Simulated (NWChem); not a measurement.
System: AlHF₂; SMILES [F][AlH][F]

Input file for NWChem:

```
start job
memory heap 200 mb stack 900 mb global 1100 mb
geometry units angstroms noautoz
  Al     0.000000     0.000000    -0.414903
  H      0.000000     0.000000    -1.977522
  F     -1.414331     0.000000     0.443886
  F      1.414331     0.000000     0.443886
end
basis spherical
  Al library def2-svpd
  H library def2-svpd
  F library def2-svpd
end
dft
  xc xpbe96 cpbe96
  iterations 150
  mulliken
end
task dft energy
```

Excerpt of the output:

```
             Northwest Computational Chemistry Package (NWChem) 7.3.0
             --------------------------------------------------------

 C2V symmetry detected

                             Geometry "geometry" -> ""
                             -------------------------

 Output coordinates in angstroms (scale by  1.889725989 to convert to a.u.)

  No.       Tag          Charge          X              Y              Z
 ---- ---------------- ---------- -------------- -------------- --------------
    1 Al                  13.0000     0.00000000     0.00000000    -0.43423697
    2 H                    1.0000     0.00000000     0.00000000    -1.99685597
    3 F                    9.0000    -1.41433100     0.00000000     0.42455203
    4 F                    9.0000     1.41433100     0.00000000     0.42455203

 Effective nuclear repulsion energy (a.u.)      97.7886735116

      Symmetry information
      --------------------

 Group name             C2v
 Group number             16
 Group order               4
 No. of unique centers     3

  pbe96 is a nonlocal functional; adding pw91lda local functional.

                                 NWChem DFT Module
                                 -----------------

 Summary of "ao basis" -> "ao basis" (spherical)
 ------------------------------------------------------------------------------
       Tag                 Description            Shells   Functions and Types
 ---------------- ------------------------------  ------  ---------------------
 Al                        def2-svpd                10       24   5s3p2d
 H                         def2-svpd                 4        8   2s2p
 F                         def2-svpd                 9       23   4s3p2d

      Symmetry analysis of basis
      --------------------------

        a1         32
        a2          9
        b1         23
        b2         14

            General Information
            -------------------
          SCF calculation type: DFT
          Wavefunction type:  closed shell.
          No. of atoms     :     4
          No. of electrons :    32
           Alpha electrons :    16
            Beta electrons :    16
          Charge           :     0
          Spin multiplicity:     1
          Use of symmetry is: on ; symmetry adaption is: on
          Maximum number of iterations: 150
          AO basis - number of functions:    78
                     number of shells:    32
          Convergence on energy requested:  1.00D-06
          Convergence on density requested:  1.00D-05
          Convergence on gradient requested:  5.00D-04

              XC Information
              --------------
          PerdewBurkeErnzerhof Exchange Functional  1.000
            Perdew 1991 LDA Correlation Functional  1.000 local
           PerdewBurkeErnz. Correlation Functional  1.000 non-local

             Grid Information
             ----------------
          Grid used for XC integration:  medium
          Radial quadrature: Mura-Knowles
          Angular quadrature: Lebedev.
          Tag              B.-S. Rad. Rad. Pts. Rad. Cut. Ang. Pts.
          ---              ---------- --------- --------- ---------
          Al                  1.25       88           9.0       590
          H                   0.35       45          10.0       434
          F                   0.50       49          10.0       434
          Grid pruning is: on
          Number of quadrature shells:   182
          Spatial weights used:  Erf1

      Superposition of Atomic Density Guess
      -------------------------------------

 Sum of atomic energies:        -440.88541032

      Non-variational initial energy
      ------------------------------

 Total energy =    -440.977234
 1-e energy   =    -809.179222
 2-e energy   =     270.413315
 HOMO         =      -0.467697
 LUMO         =      -0.018855

      Symmetry analysis of molecular orbitals - initial
      -------------------------------------------------

  Numbering of irreducible representations:

     1 a1          2 a2          3 b1          4 b2

  Orbital symmetries:

     1 a1          2 a1          3 b1          4 a1          5 b1
     6 a1          7 b2          8 a1          9 b1         10 a1
    11 b1         12 a1         13 b2         14 a2         15 b1
    16 a1         17 a1         18 b2         19 a1         20 b1
    21 a1         22 b1         23 b2         24 a1         25 a2
    26 a1

     ---------------------------------------------
      Total Density - Mulliken Population Analysis
     ---------------------------------------------

    Atom       Charge   Shell Charges
 -----------   ------   -------------------------------------------------------
    1 Al  13    11.35   2.00  1.99  0.57  0.18  0.03  5.93  0.39  0.11  0.14  0.01
    2 H    1     1.09   0.64  0.45  0.01  0.01
    3 F    9     9.78   1.99  1.16  0.79 -0.01  3.56  2.15  0.12  0.00  0.01
    4 F    9     9.78   1.99  1.16  0.79 -0.01  3.56  2.15  0.12  0.00  0.01

   convergence    iter        energy       DeltaE   RMS-Dens  Diis-err
 ---------------- ----- ----------------- --------- --------- ---------
 d= 0,ls=0.0,diis     1   -442.1981875088 -5.40D+02  2.53D-02  9.60D-01
 d= 0,ls=0.0,diis     2   -441.7124461581  4.86D-01  1.52D-02  6.74D+00
 d= 0,ls=0.0,diis     3   -442.3105627250 -5.98D-01  9.71D-04  4.86D-03
 d= 0,ls=0.0,diis     4   -442.3110978437 -5.35D-04  2.64D-04  6.43D-04
 d= 0,ls=0.0,diis     5   -442.3111757401 -7.79D-05  4.29D-05  6.37D-06
  Resetting Diis
 d= 0,ls=0.0,diis     6   -442.3111767913 -1.05D-06  1.27D-05  3.88D-07
 d= 0,ls=0.0,diis     7   -442.3111768836 -9.23D-08  2.30D-06  7.68D-09

         Total DFT energy =     -442.311176883599
      One electron energy =     -811.101918955172
           Coulomb energy =      310.643019201805
    Exchange-Corr. energy =      -39.640950641839
 Nuclear repulsion energy =       97.788673511606

 Numeric. integr. density =       32.000006718795

                  Occupations of the irreducible representations
                  ----------------------------------------------

                     irrep           alpha         beta
                     --------     --------     --------
                     a1                8.0          8.0
                     a2                1.0          1.0
                     b1                5.0          5.0
                     b2                2.0          2.0

                       DFT Final Molecular Orbital Analysis
                       ------------------------------------

 Vector   14  Occ=2.000000D+00  E=-3.617570D-01  Symmetry=a2
              MO Center= -1.5D-15, -1.0D-15,  4.0D-01, r^2= 2.5D+00
   Bfn.  Coefficient  Atom+Function         Bfn.  Coefficient  Atom+Function
  ----- ------------  ---------------      ----- ------------  ---------------
    38      0.463337  3 F  py                61     -0.463337  4 F  py
    41     -0.301694  3 F  py                64      0.301694  4 F  py
    44     -0.088857  3 F  py                67      0.088857  4 F  py
    15      0.060726  1 Al d -2

 Vector   15  Occ=2.000000D+00  E=-3.524469D-01  Symmetry=b1
              MO Center= -4.8D-15,  7.0D-16,  3.8D-01, r^2= 2.5D+00
   Bfn.  Coefficient  Atom+Function         Bfn.  Coefficient  Atom+Function
  ----- ------------  ---------------      ----- ------------  ---------------
    39      0.349536  3 F  pz                62     -0.349536  4 F  pz
    37      0.313599  3 F  px                60      0.313599  4 F  px
    42     -0.235546  3 F  pz                65      0.235546  4 F  pz
    40     -0.197120  3 F  px                63     -0.197120  4 F  px
    45     -0.072335  3 F  pz                68      0.072335  4 F  pz

 Vector   16  Occ=2.000000D+00  E=-3.228644D-01  Symmetry=a1
              MO Center= -5.8D-15,  2.8D-15, -1.2D+00, r^2= 2.3D+00
   Bfn.  Coefficient  Atom+Function         Bfn.  Coefficient  Atom+Function
  ----- ------------  ---------------      ----- ------------  ---------------
    25      0.384550  2 H  s                 39     -0.247220  3 F  pz
    62     -0.247220  4 F  pz                 3      0.228772  1 Al s
    26      0.208056  2 H  s                 11     -0.195599  1 Al pz
    42      0.149591  3 F  pz                65      0.149591  4 F  pz
     2      0.136972  1 Al s                  8      0.119982  1 Al pz

 Vector   17  Occ=0.000000D+00  E=-6.674166D-02  Symmetry=b2
              MO Center= -3.0D-15,  5.6D-14, -7.6D-01, r^2= 3.5D+00
   Bfn.  Coefficient  Atom+Function         Bfn.  Coefficient  Atom+Function
  ----- ------------  ---------------      ----- ------------  ---------------
    13      0.790413  1 Al py                10      0.375711  1 Al py
     7     -0.192578  1 Al py                38      0.172786  3 F  py
    61      0.172786  4 F  py                41     -0.132346  3 F  py
    64     -0.132346  4 F  py                44     -0.094739  3 F  py
    67     -0.094739  4 F  py                31      0.075900  2 H  py

 Vector   18  Occ=0.000000D+00  E=-5.869698D-02  Symmetry=a1
              MO Center=  3.6D-15, -5.3D-14, -3.1D-01, r^2= 4.7D+00
   Bfn.  Coefficient  Atom+Function         Bfn.  Coefficient  Atom+Function
  ----- ------------  ---------------      ----- ------------  ---------------
     4      0.874486  1 Al s                  3      0.484647  1 Al s
    14      0.377914  1 Al pz                36     -0.298706  3 F  s
    59     -0.298706  4 F  s                  5      0.275600  1 Al s
    26     -0.260796  2 H  s                 25     -0.249900  2 H  s
     2      0.237077  1 Al s                 35     -0.166774  3 F  s

[...]
```

Level: PBE/def2-SVPD. Coordinates come from a PBE0/def2-SVP optimisation.
